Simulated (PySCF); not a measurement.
# What settings do to a single point of [ReF4]+

The sound run of [ReF4]+ (singlet) uses PySCF 2.14.0, RKS TPSS, Re def2-SVP with ECP60, F def2-SVP; non-relativistic Hamiltonian with scalar-relativistic core potentials where named; density fitting; no spin-orbit coupling, grid (50, 194), threshold 1e-8 Eh and 55 cycles, at the relaxed geometry:

```xyz
5

Re    0.0000    0.0000    0.0000
F     1.7128    0.0000   -0.5433
F     0.0000    1.7128    0.5433
F    -1.7128    0.0000   -0.5433
F     0.0000   -1.7128    0.5433
```

There Re1 has a Mulliken charge of 1.50 e and the dipole about the centre of mass is 0.00 D. Each run below changes one thing and starts from free metal ions and neutral atoms unless it says otherwise; with 55 cycles, smearing, a level shift and second-order steps follow where DIIS fails, and their cycles count. Energy shifts count from the sound run.

```tsv
change	outcome	cycles	energy shift (eV)	largest force component (eV/Å)	charge on Re1 (e)	dipole about the centre of mass (D)
grid (10, 14)	converged	9	-6.10	2.16	1.36	0.00
all coordinates × 1.12	converged	9	2.65	4.83	1.55	0.00
threshold 1e-06	converged	8	0.0000	0.00	1.50	0.00
```

Task: How does the run with this change end: F2 put 1.1 Å from Re1, limit 98 cycles?

Result: outcome converged, cycles 11, energy shift (eV) 40.55, largest force component (eV/Å) 204.74, charge on Re1 (e) 0.96, dipole about the centre of mass (D) 5.07.

Unsound on purpose, so not properties of the compound: grid (10, 14); F2 put 1.1 Å from Re1, limit 98 cycles.

Forces carry noise of the integration grid, about 0.01 to 0.03 eV/Å.

No frequency check is given that shows the relaxed geometry to be a minimum. The gap of the closed shell is small, and it wasn't tested for a lower spin-broken solution at this geometry.
